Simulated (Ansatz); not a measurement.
# Worked example: BH(CH3)F + C2H7NZn → BH(CH3)(NH2) + C2H5FZn

Gas-phase species: BH(CH3)F, singlet; C2H7NZn `C[CH2][Zn][NH2]`, singlet; BH(CH3)(NH2), singlet; C2H5FZn `C[CH2][Zn][F]`, singlet. The partners trade F for NH2: B–F and Zn–NH2 bonds give way to B–NH2 and Zn–F.

Shapes, held fixed at every level: PBE0-D4/def2-TZVP. Programs: Ansatz 0.2.0. The zero-point and thermal change to 298 K, harmonic and unscaled (PBE0-D4/def2-TZVP), is +5.8 kJ/mol.

At wB97X-V/def2-TZVPP; 1 Eh = 2625.50 kJ/mol:

| species | energy (Eh) |
| --- | --- |
| BH(CH3)F | -165.277232 |
| C2H7NZn | -1914.419489 |
| BH(CH3)(NH2) | -121.379654 |
| C2H5FZn | -1958.340678 |

Question: Work out ΔH(298 K) of the reaction at this level.

Answer: 
1. Products less reactants: (-121.379654) + (-1958.340678) − [(-165.277232) + (-1914.419489)] = -0.023611 Eh = -62.0 kJ/mol.
2. With the thermal change: -62.0 + (+5.8) = -56.2 kJ/mol.

Other levels give -58.7 (B3LYP-D4/def2-TZVPP) to -55.1 kJ/mol (wB97M-V/def2-TZVPP). No measured value is set beside it here. Relativity is left out for Zn.
